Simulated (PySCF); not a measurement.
C2H10OSi3.
Z-matrix (Å and degrees, PBE0-D3(BJ)/def2-SVP geometry), rows numbered from 1:
```
Si
C   1  1.8743
C   2  1.3455  1  125.36
Si  3  1.8797  2  127.69  1     0.01
O   4  1.6504  3  107.56  2  -179.88
Si  5  1.6448  4  169.58  3    35.37
H   1  1.4951  2  110.66  3   119.41
H   1  1.4950  2  110.53  3  -120.90
H   1  1.4951  2  109.39  3    -0.76
H   2  1.1002  1  116.69  3   179.96
H   3  1.1014  2  117.69  1   179.91
H   4  1.4937  3  111.22  2   -60.48
H   4  1.4928  3  111.27  2    61.33
H   6  1.4949  5  110.14  4   -18.83
H   6  1.4928  5  109.95  4   101.26
H   6  1.4924  5  109.63  4  -138.67
```

The closed-shell ground state was solved at several levels (PySCF, density fitting, gas phase, non-relativistic).

```json
{"level": "wB97X-D/def2-SVPD", "basis functions": "215", "HOMO (eV)": "-9.79", "LUMO (eV)": "0.65", "gap (eV)": "10.44", "dipole (D)": "0.85"}
{"level": "PBE0/pcSseg-1", "basis functions": "173", "HOMO (eV)": "-7.98", "LUMO (eV)": "-1.09", "gap (eV)": "6.89", "dipole (D)": "0.86"}
```

Problem. What might B97-2/pcSseg-1 (173 basis functions) give for the same quantities?

Solution. HOMO -7.73 eV, LUMO -1.12 eV, gap 6.61 eV, dipole 0.85 D.

Problem. Over all these levels, which gives the widest orbital gap and which the narrowest?

Solution. wB97X-D/def2-SVPD (range-separated hybrid) has the widest, 10.44 eV, and B97-2/pcSseg-1 (global hybrid, 21 % exact exchange) the narrowest, 6.61 eV. Functional and basis both differ between the two, so the spread mixes both effects.

Problem. How far do the dipole and the HOMO energy spread over the levels?

Solution. The dipole runs from 0.85 to 0.86 D (mean 0.85 D) and the HOMO from -9.79 to -7.73 eV.

One conformer stands for the species.
